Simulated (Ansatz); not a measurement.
Computed with Ansatz.

C$_{7}$H$_{16}$O, SMILES `CCCCCCCO` at its PBE0-D4/def2-TZVP geometry, where that method's forces vanish. The species carries charge 0 and has multiplicity 1.

| atom | x (Å) | y (Å) | z (Å) |
| --- | --- | --- | --- |
| C1 | 2.460 | 0.048 | 2.250 |
| C2 | 2.297 | 0.995 | 1.071 |
| C3 | 0.968 | 0.851 | 0.340 |
| C4 | 0.777 | -0.497 | -0.341 |
| C5 | -0.472 | -0.584 | -1.208 |
| C6 | -1.777 | -0.505 | -0.432 |
| C7 | -3.007 | -0.604 | -1.315 |
| O8 | -3.104 | 0.447 | -2.256 |
| H9 | 2.463 | -0.998 | 1.934 |
| H10 | 3.398 | 0.232 | 2.778 |
| H11 | 1.644 | 0.174 | 2.968 |
| H12 | 3.116 | 0.838 | 0.360 |
| H13 | 2.396 | 2.026 | 1.424 |
| H14 | 0.153 | 1.030 | 1.052 |
| H15 | 0.890 | 1.640 | -0.418 |
| H16 | 0.749 | -1.295 | 0.409 |
| H17 | 1.655 | -0.698 | -0.966 |
| H18 | -0.457 | -1.528 | -1.765 |
| H19 | -0.454 | 0.210 | -1.961 |
| H20 | -1.829 | 0.431 | 0.138 |
| H21 | -1.818 | -1.313 | 0.310 |
| H22 | -3.912 | -0.653 | -0.693 |
| H23 | -2.971 | -1.523 | -1.907 |
| H24 | -3.165 | 1.276 | -1.773 |

Task: For each bond, give half the difference of the two atoms' forces along it (eV/Å; positive pushes the atoms apart) under PBE-D4, r2SCAN-D4, B3LYP-D4, ωB97M-V in def2-TZVPP. (Best estimate.)

Result: The calculation gave: 
```
  bond  length (Å)  PBE-D4  r2SCAN-D4  B3LYP-D4  ωB97M-V
 C1–C2       1.520    0.01       0.11      0.19     0.17
C1–H10       1.092    0.09      -0.04     -0.08    -0.08
C1–H11       1.094    0.11      -0.03     -0.06    -0.07
 C2–C3       1.523    0.00       0.08      0.13     0.12
C2–H12       1.097    0.12      -0.04     -0.10    -0.11
 C3–C4       1.522    0.01       0.08      0.15     0.12
 C4–C5       1.523   -0.01       0.08      0.12     0.14
C4–H16       1.096    0.12      -0.04     -0.10    -0.10
 C5–C6       1.520    0.00       0.08      0.15     0.12
C5–H19       1.095    0.12      -0.04     -0.11    -0.11
 C6–C7       1.517   -0.04       0.03      0.09     0.10
C6–H20       1.097    0.12      -0.04     -0.10    -0.11
C6–H21       1.097    0.10      -0.04     -0.10    -0.10
 C7–O8       1.414    0.33       0.30      0.33     0.26
```

B3LYP here is the variant with VWN-RPA as its local correlation; programs differ in this.
